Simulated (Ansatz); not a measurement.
`N#C[SiH2]N[SiH3]` + `C[SiH](N)N` → `C[SiH](N)NC#N` + `[SiH3]N[SiH3]`  (substitution at a C–Si bond)

Gas-phase electronic energies from Ansatz, PBE0-D4/def2-TZVP geometries. CCSD(T)/CBS adds triple-zeta CCSD(T) − MP2 to the extrapolated MP2 energy (def2 sets, frozen cores). This one scheme is used for every species. DFT in def2-TZVPP. One conformer a species, not always the lowest.

`N#C[SiH2]N[SiH3]`:

```xyz
11

N     2.607    1.651   -1.468
C     2.034    0.749   -1.038
Si    1.077   -0.695   -0.356
N    -0.605   -0.404   -0.358
Si   -1.558    0.338    0.889
H     1.423   -1.835   -1.234
H     1.557   -0.876    1.029
H    -1.074   -0.561   -1.240
H    -2.014    1.700    0.508
H    -0.687    0.420    2.087
H    -2.759   -0.487    1.181
```

`C[SiH](N)N`:

Cartesian coordinates in Å:
```
C 0.034 -1.555 0.279
Si -0.381 0.216 -0.146
N 0.459 0.927 -1.460
N 0.013 1.137 1.248
H 1.090 -1.661 0.539
H -0.175 -2.209 -0.571
H -0.562 -1.912 1.124
H -1.809 0.262 -0.589
H 1.461 1.032 -1.454
H 0.088 0.883 -2.393
H -0.095 0.745 2.169
H -0.123 2.135 1.253
```

`C[SiH](N)NC#N`:

```xyz
13

C    -0.213    0.945   -1.252
Si    0.626   -0.145   -0.012
N     1.419    0.594    1.302
N    -0.659   -1.126    0.692
C    -1.809   -1.420    0.099
N    -2.806   -1.645   -0.442
H     0.528    1.552   -1.777
H    -0.928    1.615   -0.769
H    -0.759    0.354   -1.992
H     1.661   -1.003   -0.645
H     2.421    0.582    1.374
H     1.003    1.317    1.866
H    -0.486   -1.620    1.556
```

`[SiH3]N[SiH3]`:

Cartesian coordinates in Å:
```
Si 0.766 -1.291 -0.427
N -0.068 -0.185 0.602
Si -0.736 1.359 0.219
H 1.047 -0.586 -1.702
H -0.033 -2.515 -0.717
H 2.042 -1.738 0.195
H -0.236 -0.510 1.544
H -0.263 1.722 -1.140
H -0.294 2.388 1.199
H -2.226 1.355 0.227
```

| level | ΔE (eV) |
| --- | --- |
| PBE | 0.61 |
| CCSD/def2-TZVPP | 0.81 |

Task: What does CCSD(T)/CBS give? (Best estimate.)

Result: Computed: +0.85 eV. The listed levels differ from it by -0.24, -0.04 eV.

Largest T1 diagnostic among the species: 0.012.

In def2-TZVPP, CCSD(T) changes the Hartree–Fock value by +0.05 eV (the triples alone add −0.00 eV) and MP2 by +0.07 eV.
